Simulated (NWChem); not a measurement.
Program: NWChem. System: C$_{3}$H$_{3}$, charge 0, spin multiplicity 2, at a geometry optimised with UPBE/def2-SVP. The structure started from a generated list of species. Its SCF solution wasn't tested for a lower state. Level: G0W0@UPBE/def2-TZVP, RI basis def2-tzvp-rifit.

Output (cleaned and shortened):

```
             Northwest Computational Chemistry Package (NWChem) 7.3.0
             --------------------------------------------------------

                                NWChem Input Module
                                -------------------

 Scaling coordinates for geometry "geometry" by  1.889725989
 (inverse scale =  0.529177249)

                             Geometry "geometry" -> ""
                             -------------------------

 Output coordinates in angstroms (scale by  1.889725989 to convert to a.u.)

  No.       Tag          Charge          X              Y              Z
 ---- ---------------- ---------- -------------- -------------- --------------
    1 C                    6.0000     0.02345300    -1.55983500     0.08409000
    2 C                    6.0000     0.00483600    -0.32406500    -0.13140100
    3 C                    6.0000    -0.02133300     1.12314600     0.01990600
    4 H                    1.0000     0.50719700     1.44110100     0.94391100
    5 H                    1.0000     0.50792200     1.60321400    -0.83224300
    6 H                    1.0000    -1.05685300     1.52020800     0.05276000

 Effective nuclear repulsion energy (a.u.)      52.2460273767

            Nuclear Dipole moment (a.u.)
            ----------------------------
        X                 Y               Z
 ---------------- ---------------- ----------------
     0.0000037795    -0.0000018897    -0.0000037795


 Summary of "ao basis" -> "" (spherical)
 ------------------------------------------------------------------------------
       Tag                 Description            Shells   Functions and Types
 ---------------- ------------------------------  ------  ---------------------
 *                         def2-tzvp                  on all atoms

 new library libraries.bse/

 Summary of "ri basis" -> "" (spherical)
 ------------------------------------------------------------------------------
       Tag                 Description            Shells   Functions and Types
 ---------------- ------------------------------  ------  ---------------------
 *                      def2-tzvp-rifit               on all atoms

  pbe96 is a nonlocal functional; adding pw91lda local functional.

                                 NWChem DFT Module
                                 -----------------

 Summary of "ao basis" -> "ao basis" (spherical)
 ------------------------------------------------------------------------------
       Tag                 Description            Shells   Functions and Types
 ---------------- ------------------------------  ------  ---------------------
 C                         def2-tzvp                11       31   5s3p2d1f
 H                         def2-tzvp                 4        6   3s1p

 Summary of "ao basis" -> "ao basis" (spherical)
 ------------------------------------------------------------------------------
       Tag                 Description            Shells   Functions and Types
 ---------------- ------------------------------  ------  ---------------------
 C                         def2-tzvp                11       31   5s3p2d1f
 H                         def2-tzvp                 4        6   3s1p

            General Information
            -------------------
          SCF calculation type: DFT
          Wavefunction type:  spin polarized.
          No. of atoms     :     6
          No. of electrons :    21
           Alpha electrons :    11
            Beta electrons :    10
          Charge           :     0
          Spin multiplicity:     2
          Use of symmetry is: off; symmetry adaption is: off
          Maximum number of iterations: 100
          This is a Direct SCF calculation.
          AO basis - number of functions:   111
                     number of shells:    45
          Convergence on energy requested:  1.00D-06
          Convergence on density requested:  1.00D-05
          Convergence on gradient requested:  5.00D-04

              XC Information
              --------------
          PerdewBurkeErnzerhof Exchange Functional  1.000
            Perdew 1991 LDA Correlation Functional  1.000 local
           PerdewBurkeErnz. Correlation Functional  1.000 non-local
[...]
    12      0.538566  1 C  px                43     -0.421213  2 C  px
    44     -0.347680  2 C  py                74     -0.331514  3 C  px
     6      0.314555  1 C  px                 5     -0.308913  1 C  s
    37     -0.283720  2 C  px                 9      0.273045  1 C  px

   alpha - beta orbital overlaps
   -----------------------------

   alpha      1      2      3      4      5      6      7      8      9     10
    beta      1      3      2      4      5      6      8      7     11      9
 overlap   1.000  0.952  0.952  0.992  0.991  0.995  0.991  0.995  0.915  0.931

   alpha     11     12     13     14     15     16     17     18     19     20
    beta     10     12     13     14     15     16     17     18     19     20
 overlap   0.999  0.942  0.987  0.954  0.987  0.988  0.999  0.972  0.965  0.983

   alpha     21     22     23     24     25     26     27     28     29     30
    beta     21     23     22     24     25     26     27     28     29     30
 overlap   0.960  0.665  0.718  0.983  0.935  0.948  0.995  0.989  0.995  0.997

   alpha     31     32     33     34     35     36     37     38     39     40
    beta     31     32     33     34     35     36     37     38     39     40
 overlap   0.997  0.994  0.992  0.994  0.982  0.983  0.994  0.993  0.990  0.990

   alpha     41     42     43     44     45     46     47     48     49     50
    beta     41     42     43     44     45     46     47     48     50     49
 overlap   0.988  0.973  0.954  0.959  0.943  0.986  0.989  0.996  0.756  0.777

   alpha     51     52     53     54     55     56     57     58     59     60
    beta     51     52     53     54     55     56     57     58     59     60
 overlap   0.979  0.998  0.985  0.981  0.954  0.982  0.999  0.991  0.994  0.999

   alpha     61     62     63     64     65     66     67     68     69     70
    beta     61     62     63     64     65     66     67     68     69     70
 overlap   1.000  0.997  0.993  0.995  0.997  0.997  0.996  0.987  0.983  0.859

   alpha     71     72     73     74     75     76     77     78     79     80
    beta     71     72     73     74     75     76     77     78     79     80
 overlap   0.864  0.962  0.998  0.944  0.945  0.991  0.928  0.921  0.996  0.956

   alpha     81     82     83     84     85     86     87     88     89     90
    beta     81     82     83     84     86     85     87     88     89     90
 overlap   0.773  0.798  0.725  0.722  0.765  0.792  0.965  0.737  0.742  0.991

   alpha     91     92     93     94     95     96     97     98     99    100
    beta     91     92     93     94     95     96     97     98     99    100
 overlap   0.972  0.980  0.912  0.921  0.995  0.990  1.000  0.999  0.998  0.996

   alpha    101    102    103    104    105    106    107    108    109    110
    beta    101    102    103    104    105    106    107    108    109    110
 overlap   0.996  0.997  0.999  0.995  0.974  0.975  0.990  1.000  1.000  1.000

   alpha    111
    beta    111
 overlap   1.000

     --------------------------
     Expectation value of S2:
     --------------------------
      <S2> =      0.7571 (Exact =     0.7500)

 center of mass
 --------------
 x =   0.00200536 y =  -0.21930916 z =  -0.00790037

 moments of inertia (a.u.)
 ------------------
         192.753914032990           2.865428915552          -0.040691015972
           2.865428915552          12.684979325191           2.523347654927
          -0.040691015972           2.523347654927         191.905169814055

     Multipole analysis of the density
     ---------------------------------

     L   x y z        total         alpha         beta         nuclear
     -   - - -        -----         -----         ----         -------
     0   0 0 0     -0.000000    -11.000000    -10.000000     21.000000

     1   1 0 0      0.007311     -0.038574      0.045881      0.000004
     1   0 1 0      1.102418      1.961822     -0.859401     -0.000002
     1   0 0 1     -0.181654      0.074355     -0.256006     -0.000004

     2   2 0 0    -14.172269    -10.343152     -9.679746      5.850628
     2   1 1 0      0.058467      0.838540      0.770008     -1.550081
     2   1 0 1     -0.016530     -0.000875     -0.036178      0.020523
     2   0 2 0    -14.274207    -65.943556    -54.589318    106.258666
     2   0 1 1      0.883521      0.403048      1.520176     -1.039703
     2   0 0 2    -13.759397    -10.542437     -9.411977      6.195017

 Task  times  cpu:       26.5s     wall:       26.5s

                                NWChem Input Module
                                -------------------

                                 NWChem GW Module
                                 ----------------

                             ***********************
                             ***        GW       ***
                             ***********************

 Summary of "ri basis" -> "ri basis" (spherical)
 ------------------------------------------------------------------------------
       Tag                 Description            Shells   Functions and Types
 ---------------- ------------------------------  ------  ---------------------
 C                      def2-tzvp-rifit             22       76   8s6p4d3f1g
 H                      def2-tzvp-rifit              7       15   4s2p1d

                 Memory Information
                 ------------------
          Available GA per process is          1699.8 MBs
          Available stack per process is        700.0 MBs
          Available heap per process is           0.0 MBs

          Peak memory in Initialization
              Peak GA per process is                  6.5 MBs
              Peak stack per process is               0.2 MBs
              Peak heap per process is                6.6 MBs
              Memory not in MA per process            0.0 MBs

          Peak memory in AFF Calculation
              Peak GA per process is                 44.1 MBs
              Peak stack per process is              34.0 MBs
              Peak heap per process is                0.0 MBs
              Memory not in MA per process           34.0 MBs

          Computing 2-center integrals
          Computing Inverse Cholesky factor
          Computing 3-center integrals
          Computing V_xc ...

          Computing Sigma_x
          Computing RPA polarizability
          Solving quasiparticle equations

                  Alpha Orbitals
          State     Energy (eV)     Error (eV)
          -----------------------------------
@GW         8        -14.674           0.004
@GW         9        -11.661           0.004
@GW        10        -10.590           0.002
@GW        11        -10.353           0.002
@GW        12          2.292           0.002
@GW        13          2.892           0.002

                   Beta Orbitals
          State     Energy (eV)     Error (eV)
          -----------------------------------
@GW         7        -14.634           0.003
@GW         8        -14.485           0.005
@GW         9         -9.961           0.003
@GW        10         -9.959           0.002
@GW        11         -2.904           0.003
@GW        12          2.574           0.000

   Applying  -3.4941 eV scissor-shift to rest of particle states

   Applying   3.1663 eV scissor-shift to rest of hole states

   Applying  -3.3929 eV scissor-shift to rest of particle states

   Applying   2.9435 eV scissor-shift to rest of hole states

     GW Timing Statistics
   ------------------------
   Init.   :          0.1s
     ERIs  :          1.1s
     Distr.:          0.0s
     Vxc   :          1.0s
   Sigma_x :          0.0s
   RPA     :          3.3s
   Wmn     :          0.1s
   Sigma_c :          0.1s
   GW total:          5.6s

 Task  times  cpu:        5.6s     wall:        5.6s

 Total times  cpu:       32.2s     wall:       32.2s
```

**Question.** Write an NWChem input that would produce this output.

**Answer.** One answer among several that fit: 
```
start mol
memory heap 200 mb stack 700 mb global 1700 mb
geometry units angstroms nocenter noautoz noautosym
  C      0.023453    -1.559835     0.084090
  C      0.004836    -0.324065    -0.131401
  C     -0.021333     1.123146     0.019906
  H      0.507197     1.441101     0.943911
  H      0.507922     1.603214    -0.832243
  H     -1.056853     1.520208     0.052760
end
basis spherical
  * library def2-tzvp
end
basis "ri basis" bse spherical
  * library def2-tzvp-rifit
end
dft
  xc xpbe96 cpbe96
  odft
  mult 2
  iterations 100
  direct
  tolerances tight
end
task dft energy
gw
  states alpha occ 4 vir 2
  states beta occ 4 vir 2
end
task dft gw
```
